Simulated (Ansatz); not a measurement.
C3H6BFSi can be A, `C=C=C([SiH3])BF`, or B, `CB1C=C(F)[SiH2]1`.

Computed with Ansatz on PBE0-D4/def2-TZVP structures; ΔE is electronic, products minus reactants. CCSD(T)/CBS adds triple-zeta CCSD(T) − MP2 to the extrapolated MP2 energy (def2 sets, frozen cores). Functionals use def2-TZVPP. B3LYP here is the variant with VWN-RPA as its local correlation; programs differ in this. One conformer a species, not always the lowest.

A:

```xyz
12

C     1.3406   -1.1420   -1.5952
C     0.5155   -0.5538   -0.7847
C    -0.3203    0.0384    0.0311
Si    0.3349    0.9911    1.5065
B    -1.8252   -0.0882   -0.2808
F    -2.6984    0.5005    0.5282
H     1.6518   -2.1667   -1.4256
H     1.7363   -0.6219   -2.4604
H     1.8173    0.9162    1.5167
H    -0.0934    2.4111    1.4209
H    -0.2039    0.4091    2.7626
H    -2.2553   -0.6937   -1.2195
```

B:

Z-matrix (Å, degrees):
```
C
B 1 1.552
H 1 1.094 2 111.6
H 1 1.098 2 108.5 3 -115.1
H 1 1.092 2 114.6 3 124.4
C 2 1.536 1 131.8 3 -133.1
Si 2 2.030 1 139.7 3 49.0
C 6 1.356 2 101.7 1 -178.4
H 6 1.089 2 133.4 1 1.6
H 7 1.491 2 123.0 1 71.8
H 7 1.491 2 122.7 1 -75.5
F 8 1.324 6 124.8 2 179.7
```

Task: Which isomer does CCSD(T)/CBS put lower? Give the gap. (Best estimate.)

Result: Ansatz gave: A, by 118.3 kJ/mol.

Task: Give E(B) − E(A) in kJ/mol with HF/def2-TZVPP, B3LYP-D4, CCSD(T)/def2-TZVPP, MP2/def2-TZVPP, r2SCAN-D4, B2PLYP, B3LYP. (Best estimate.)

Result: The calculation gave: HF/def2-TZVPP 148.3, B3LYP-D4 130.1, CCSD(T)/def2-TZVPP 120.1, MP2/def2-TZVPP 123.1, r2SCAN-D4 112.7, B2PLYP 128.9, B3LYP 130.6. None reverses the order clearly.

Largest T1 diagnostic: 0.014.

In def2-TZVPP, CCSD(T) changes the Hartree–Fock value by −28.2 kJ/mol (the triples alone add −2.9 kJ/mol) and MP2 by −25.1 kJ/mol.
